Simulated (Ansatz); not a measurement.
A nudged elastic band was laid between two geometries of Cl2GaHO + H2 (7 atoms, charge 0, multiplicity 1).

Method: RKS PBE-D4/def2-SVP in Ansatz 0.2.0.

```json
{
  "movable images": "1",
  "climbing image": "no",
  "spring": "5.0 eV/Å²",
  "optimiser": "quadratic models (default)",
  "start path": "through a guess of the saddle point",
  "force threshold": "0.05 eV/Å",
  "iteration limit": "60",
  "end points": "relaxed"
}
```

Image 0:

```xyz
7
Properties=species:S:1:pos:R:3
Ga -0.009 -0.236 0.152
O 0.010 -0.608 1.903
H -0.897 -0.595 2.265
Cl 1.834 -0.332 -0.929
Cl -1.852 0.154 -0.888
H 0.357 2.391 0.665
H 0.354 2.012 1.338
```

Image 2:

```xyz
7
Properties=species:S:1:pos:R:3
Ga 0.219 0.685 -0.182
O 0.064 0.089 1.871
H -0.836 -0.310 1.799
Cl 1.785 -0.624 -0.916
Cl -1.818 -0.129 -0.472
H 0.413 2.234 -0.082
H -0.030 0.841 2.488
```

Question: What changes between the two ends?

Answer: Bonds broken: H6–H7. Bonds formed: Ga1–H6, O2–H7. Cl2GaHO + H2 becomes Cl2GaH3O.

Question: Give the energies along the band, and the barrier.

Answer: The run converged. The highest image is number 1 of 0 to 2, 32.4 kJ/mol above the first end and 85.3 kJ/mol above the last; the last end lies 52.8 kJ/mol below the first. No image climbed, so the highest image needn't sit at the top of the path. A band with more images between the same ends climbed to 0.69 eV, so this one has probably stepped over the top. So few images can step over the top or miss a turn of the path. The orbitals stay closed-shell, which can raise the energy where a bond breaks towards radicals; this wasn't checked here.

```
image  path coordinate (Å)  energy (kJ/mol)  H6–H7 (Å)  Ga1–H6 (Å)  O2–H7 (Å)
    0                 0.00              0.0       0.77        2.70       2.70
    1                 1.49             32.4       1.37        1.73       1.11
    2                 2.98            -52.8       2.96        1.56       0.98
```

Question: What is the geometry of the highest image?

Answer: 
```xyz
7
Properties=species:S:1:pos:R:3
Ga 0.056 0.373 -0.097
O 0.097 -0.013 1.901
H -0.710 -0.339 2.366
Cl 1.874 -0.336 -1.003
Cl -1.879 0.096 -1.026
H 0.230 1.925 0.648
H 0.129 1.080 1.717
```

The run took 20 s on 2 threads of Arm Neoverse V1, on a shared host, peak memory 0.14 GiB.
